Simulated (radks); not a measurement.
Valence configurations of B (all share [He]). Method: scalar-relativistic Kohn-Sham, PBEsol, spin-polarised, spherical densities, finite nucleus; open shells are filled with parallel spins first; Fermi nuclear charge, rms radius 2.406 fm; computed with a radial shooting solver on a logarithmic mesh with Libxc functionals. Energies are relative to 2s2 2p1; eigenvalues in eV for spin up.

valence      E (eV)  moment (Bohr magnetons)   e(2p)    e(2s)
2s2 2p1       0.000                        1  -3.975   -9.821
2s1.5 2p1.5   1.973                        2  -4.488  -10.407
2s1 2p2       3.135                        3  -4.800  -10.775
2s0.5 2p2.5   6.119                        3  -4.984  -10.945
2p3           9.096                        3  -5.154        -

NIST lists [He] 2s2 2p1 as the ground configuration; this level of theory agrees among the configurations tried. The energies are those of spherical high-spin densities, not of single terms.
